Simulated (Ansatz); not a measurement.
`C[O][Mo](=[O])([OH])([Cl])[O]C` from Hartree–Fock to CCSD(T)

```xyz
15

C    -1.9637    1.6770    0.3446
O    -1.3645    0.6399   -0.3752
Mo   -0.3723   -0.8774   -0.0441
O    -1.1680   -2.0986   -0.8347
O    -1.1339   -0.7117    1.6945
Cl    1.2602   -2.0641    1.1920
O     1.0464   -0.4358   -1.1294
C     2.4233   -0.2256   -1.1971
H    -1.3172    2.5595    0.3413
H    -2.1265    1.3472    1.3765
H    -2.9194    1.9260   -0.1221
H    -0.7163   -1.2127    2.4001
H     2.6570    0.8223   -0.9873
H     2.7707   -0.4845   -2.1998
H     2.9242   -0.8616   -0.4594
```

Charge 0, multiplicity 1. Correlated methods include outer-core shells of Mo, which these sets cover unevenly. Mo: def2 effective core potential. Geometry: relaxed with PBE0-D4/def2-TZVP. It is one conformer, not always the lowest. Frozen core, restricted reference, Ansatz.

| basis | HF (Eh) | MP2 corr. | CCSD corr. | (T) | CCSD(T) total |
| --- | --- | --- | --- | --- | --- |
| def2-SVP | -905.89056 | -1.64406 | -1.61267 | -0.07399 | -907.57722 |
| def2-TZVPP | -906.54862 | -2.13077 | – | – | – |
| def2-QZVPP | -906.58527 | -2.29614 | – | – | – |
